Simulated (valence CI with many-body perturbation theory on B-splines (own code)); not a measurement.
Values are calculated unless marked as measured or tabulated.
# Hyperfine factors and g values of I46+

Method: configuration interaction combined with many-body perturbation theory (CI+MBPT): five valence electrons over a frozen Dirac-Fock core [He], a basis of 9 s, 9 p, 8 d, 6 f, 3 g, 1 h functions for each j, with the one-electron correlation potential Σ1, the two-electron term Σ2, the three-electron term Σ3, Breit, model QED; selected CI, second order for the rest (own B-spline code, finite nucleus).

The last digits are not significant, and no measured levels were compared; by estimate large intervals hold to a few tenths of a per cent, small ones and those within an open d or f shell to about a per cent. Among the levels kept, up to 1300 cm⁻¹ of a level comes from second order outside the variational space, and about a tenth of that is noise between levels of different J, which matters for small intervals.

A/g_I is the dipole constant over the nuclear g factor μ/I (μ in nuclear magnetons, uniformly magnetised nucleus), B/Q the quadrupole constant per barn. Both hold the static response of the core; the bare values leave it out. Large factors of s and p1/2 electrons are usually good to 5 to 10 %; those of open d and f shells near neutrality can be off by tens of per cent, and small factors of p3/2, d and f electrons come from cancelling terms and can be off by a factor of two or in sign, in half-filled shells by more. B is blank for J = 1/2, where it vanishes, and for nearly pure S terms. Energies count from the lowest level.

Levels are named by their leading jj configuration (3d3/2^4 stands for four electrons in 3d with j = 3/2), which in mixed levels can hold well under half, so a name can repeat and another be missing. Letters in brackets count levels of one name in rising energy.

```csv
Level,E (× 10³ cm⁻¹),g,A/g_I (MHz),A/g_I bare,B/Q (MHz/b),B/Q bare
(2s^2 2p1/2^2 2p3/2) J=3/2,0.00,1.363,267000,276000,493000,494000
(2s^2 2p1/2 2p3/2^2) J=3/2,2382.9,1.438,-27500,-16100,72900,73000
(2s^2 2p1/2 2p3/2^2) J=5/2,2542.1,1.181,595000,599000,-2230,-2230
(2s^2 2p1/2 2p3/2^2) J=1/2,2786.5,0.642,1850000,1840000,,
(2s 2p1/2^2 2p3/2^2) J=5/2,4096.4,1.484,1360000,1350000,156000,156000
(2s 2p1/2^2 2p3/2^2) J=1/2,4635.7,2.107,5600000,5530000,,
(2s 2p1/2^2 2p3/2^2) J=3/2,4648.3,1.206,-768000,-739000,-145000,-145000
(2s^2 2p3/2^3) J=3/2,5178.8,1.282,291000,298000,-568000,-569000
(2s 2p1/2 2p3/2^3) J=3/2 [a],6641.3,1.549,1320000,1320000,-415000,-416000
(2s 2p1/2 2p3/2^3) J=5/2,6898.1,1.280,1690000,1680000,-691000,-693000
(2s 2p1/2 2p3/2^3) J=1/2,7184.5,1.425,-1820000,-1780000,,
(2s 2p1/2 2p3/2^3) J=3/2 [b],7275.6,1.061,108000,122000,-83600,-83800
(2p1/2^2 2p3/2^3) J=3/2,9170.7,1.316,265000,279000,-530000,-531000
(2s 2p3/2^4) J=1/2,9708.2,1.747,5650000,5570000,,
(2p1/2 2p3/2^4) J=1/2,11718,0.642,1850000,1840000,,
(2s^2 2p1/2^2 3s) J=1/2,35453,2.019,1620000,1600000,,
(2s^2 2p1/2^2 3p1/2) J=1/2,35971,0.657,528000,525000,,
(2s^2 2p1/2^2 3p3/2) J=3/2,36777,1.332,79400,82100,140000,141000
(2s^2 2p1/2^2 3d3/2) J=3/2,37282,0.785,46500,46300,22100,22400
(2s^2 2p1/2^2 3d5/2) J=5/2,37551,1.198,20200,20300,14800,15200
(2s^2 2p1/2 2p3/2 3s) J=3/2 [a],37883,1.670,413000,417000,339000,340000
(2s^2 2p1/2 2p3/2 3s) J=1/2,37939,1.298,-682000,-659000,,
(2s^2 2p1/2 2p3/2 3s) J=5/2,38017,1.335,860000,860000,451000,452000
(2s^2 2p1/2 2p3/2 3s) J=3/2 [b],38052,0.985,543000,550000,280000,281000
(2s^2 2p1/2 2p3/2 3p1/2) J=1/2,38397,1.717,-321000,-303000,,
(2s^2 2p1/2 2p3/2 3p1/2) J=3/2 [a],38441,1.143,401000,405000,93800,94000
(2s^2 2p1/2 2p3/2 3p1/2) J=5/2,38536,1.080,648000,650000,447000,448000
(2s^2 2p1/2 2p3/2 3p1/2) J=3/2 [b],38728,1.345,411000,419000,487000,488000
(2s^2 2p1/2 2p3/2 3p3/2) J=5/2 [a],39114,1.447,178000,183000,576000,577000
(2s^2 2p1/2 2p3/2 3p3/2) J=1/2 [a],39174,1.633,-444000,-433000,,
(2s^2 2p1/2 2p3/2 3p3/2) J=3/2 [a],39221,1.173,555000,555000,-335000,-335000
(2s^2 2p1/2 2p3/2 3p3/2) J=7/2,39276,1.239,419000,422000,605000,606000
(2s^2 2p1/2 2p3/2 3p3/2) J=3/2 [b],39306,1.401,339000,343000,105000,105000
(2s 2p1/2^2 2p3/2 3s) J=5/2,39362,1.438,1060000,1050000,212000,213000
(2s^2 2p1/2 2p3/2 3p3/2) J=5/2 [b],39457,1.381,851000,849000,279000,280000
(2s^2 2p1/2 2p3/2 3p3/2) J=1/2 [b],39512,0.660,1720000,1720000,,
(2s 2p1/2^2 2p3/2 3s) J=3/2 [a],39559,1.493,1480000,1470000,282000,283000
(2s^2 2p1/2 2p3/2 3d3/2) J=3/2 [a],39720,0.939,122000,124000,-254000,-254000
(2s^2 2p1/2 2p3/2 3d3/2) J=5/2 [a],39736,0.979,292000,294000,-38900,-38800
(2s^2 2p1/2 2p3/2 3d3/2) J=1/2 [a],39750,0.234,408000,397000,,
```

**Question.** Take the isotope of mass number 127, with I = 5/2, μ = 2.8087 μN and Q = -0.688 b. What is the hyperfine structure of (2s^2 2p1/2 2p3/2^2) J=1/2?

**Answer.** From the table A = 2080000 MHz. Shifts from the centre of gravity in MHz: F = 2: -3640000, F = 3: 2600000.
